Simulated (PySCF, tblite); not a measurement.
Isomers of C5H5O2S (doublet state), one GFN2-xTB conformer each. Single-point energies are computed at B3LYP/pcH-1 (PySCF, gas phase, no added dispersion term), electronic only. GFN2-xTB treats the open shell by occupation alone, and not every SCF solution was tested for stability.

Question: Rank them by B3LYP/pcH-1 energy, lowest first (kcal/mol).
A. `C#C[C]1CCS1(=O)=O` [radical]
B. `[O:1]=[C:2]([OH:3])[C:4]1=[CH:5][S:6][CH:7][CH2:8]1` (doublet state) with O1–C2–O3–H 0°, O1–C2–C4–C5 180°
C. `[OH:1][C:2]([OH:3])[c:4]1[cH:5][cH:6][s:7][cH:8]1` (doublet state) with H–O1–C2–O3 180°, O1–C2–O3–H 0°, O1–C2–C4–C5 180°

Answer: B (0.0), C (10.3), A (104.0).

As drawn, the lowest has an O–H bond, which the highest lacks; the highest has a four-membered ring, which the lowest lacks. GFN2-xTB itself gives, in the same order: 0.2, 0.0, 62.7. GFN2-xTB puts O[C](O)c1ccsc1 lowest instead; measured from each level's own lowest isomer, the values differ by up to 41.3 kcal/mol (C#C[C]1CCS1(=O)=O: 62.7 against 104.0).

What happens when harmonic zero-point energies from GFN2-xTB frequencies are added?

| SMILES | ZPE (kcal/mol) | electronic (kcal/mol) | with ZPE (kcal/mol) |
| --- | --- | --- | --- |
| O=C(O)C1=CS[CH]C1 | 54.8 | 0.0 | 0.0 |
| O[C](O)c1ccsc1 | 54.8 | 10.3 | 10.3 |
| C#C[C]1CCS1(=O)=O | 53.8 | 104.0 | 103.0 |

The zero-point energies span 1.0 kcal/mol. The order is unchanged.
